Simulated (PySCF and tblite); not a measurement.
Values are calculated unless marked as measured or tabulated.
# Pyramidal inversion: stationary points, barriers and rates

System: C₆H₁₂FN, numbered as in [CH3:1][C@@H:2]1[CH2:3][CH2:4][C@@H:5]([F:6])[CH2:7][NH:8]1.

Motion: pyramidal inversion at N8. Level: B3LYP/pcSseg-1 + D3(BJ) on GFN2-xTB stationary points, with GFN2-xTB thermal terms. Rate constants are transition-state-theory values, counting equivalent paths, without tunnelling. (PySCF 2.14 with density fitting, tblite 0.8.)

| point | symmetry | E(GFN2) kcal/mol | E(DFT) kcal/mol | ZPE change kcal/mol | lowest mode cm⁻¹ | dipole D |
| --- | --- | --- | --- | --- | --- | --- |
| start | C1 | 0.0 | 0.0 | 0.00 | 101 | 2.02 |
| saddle | C1 | 6.2 | 3.6 | -1.20 | 677i | 2.35 |
| end | C1 | 1.2 | -1.0 | -0.20 | 100 | 2.14 |

* Electronic barrier: 3.6 kcal/mol
* Barrier with zero-point energy: 2.4 kcal/mol
* ΔH‡ (298 K): 2.4 kcal/mol
* ΔS‡ (298 K, symmetry apart): -0.1 cal/(mol K)
* Paths: 1 equivalent path
* End point: a different minimum
* Mean lifetime of the start against this motion at 298 K: 9.5 ps
* Cost: 86 s on 1 thread of Arm Neoverse V2, shared host (rough), peak memory 0.89 GiB, launched as `OMP_NUM_THREADS=1 python ens_run.py task.json out`

```csv
T/K,ΔG‡ kcal/mol,k s⁻¹,ΔG kcal/mol,k back s⁻¹
200,2.4,9.5×10⁹,-1.2,5×10⁸
250,2.4,4×10¹⁰,-1.2,3.8×10⁹
298,2.4,1×10¹¹,-1.2,1.4×10¹⁰
350,2.4,2.2×10¹¹,-1.2,4.1×10¹⁰
400,2.4,3.9×10¹¹,-1.2,8.8×10¹⁰
500,2.5,8.5×10¹¹,-1.2,2.6×10¹¹
```

ΔG and ΔG‡ leave out symmetry numbers and mirror images; rates count paths: 1 out, 1 back.
